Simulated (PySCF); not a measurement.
B3LYP has the VWN-RPA correlation part, as in Gaussian. 

Cartesian coordinates (Å):
SMILES: CC1=C[C@@H]1C
```xyz
13

C      1.9497     0.3688    -0.3422
C      0.6873    -0.3822    -0.2391
C     -0.0971    -1.3392    -0.6070
C     -0.6373    -0.4385     0.4703
C     -1.7344     0.5717     0.1974
H      2.4765     0.3629     0.6160
H      2.6067    -0.0508    -1.1052
H      1.7525     1.4156    -0.5885
H     -0.2931    -2.1890    -1.2373
H     -0.6502    -0.8198     1.4947
H     -1.6742     0.9407    -0.8290
H     -1.6616     1.4303     0.8711
H     -2.7248     0.1295     0.3377
```
Charge 0, multiplicity 1.

Estimate the LUMO, dipole moment, total energy, HOMO–LUMO gap and HOMO that B3LYP-D3(BJ)/def2-TZVP (PySCF 2.14.0) returns for this input.


```yaml
LUMO: 0.28 eV
dipole_moment: 0.83 D
total_energy: -195.3526 Ha
HOMO–LUMO gap: 6.90 eV
HOMO: -6.62 eV
```
